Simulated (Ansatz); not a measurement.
`CSC(C)S` and `CC(S)BO` differ in one atom or group.

Ansatz, PBE0-D4/def2-TZVP geometries, multiplicity 1. Each molecule was computed in one conformer, which needn't be the lowest.

```
                                        property  `CSC(C)S`
         HOMO–LUMO gap (ωB97M-V/def2-TZVPP) / eV      10.93
             HOMO energy (B3LYP/def2-TZVPP) / eV      -6.26
               LUMO energy (PBE/def2-TZVPP) / eV      -0.64
            HOMO–LUMO gap (PBE0/def2-TZVPP) / eV       6.82
size of the dipole moment (B3LYP/def2-TZVPP) / D       2.32
               HOMO energy (PBE/def2-TZVPP) / eV      -5.26
```

(1) What does the change do to each property? (Best estimate.)

## Answers

(1) Computed: 
```
                                        property  `CC(S)BO`  shift
         HOMO–LUMO gap (ωB97M-V/def2-TZVPP) / eV      10.71  -0.22
             HOMO energy (B3LYP/def2-TZVPP) / eV      -6.65  -0.39
               LUMO energy (PBE/def2-TZVPP) / eV      -1.19  -0.55
            HOMO–LUMO gap (PBE0/def2-TZVPP) / eV       6.65  -0.17
size of the dipole moment (B3LYP/def2-TZVPP) / D       1.86  -0.46
               HOMO energy (PBE/def2-TZVPP) / eV      -5.65  -0.39
```

With PBE0 the HOMO falls by 0.38 eV and the LUMO falls by 0.55 eV, so the gap narrows by about 0.17 eV. PBE moves the HOMO by -0.39 eV and ωB97M-V by -0.37 eV. Dipoles are sizes alone; their direction can turn.

B3LYP here is the variant with VWN-RPA as its local correlation; programs differ in this.
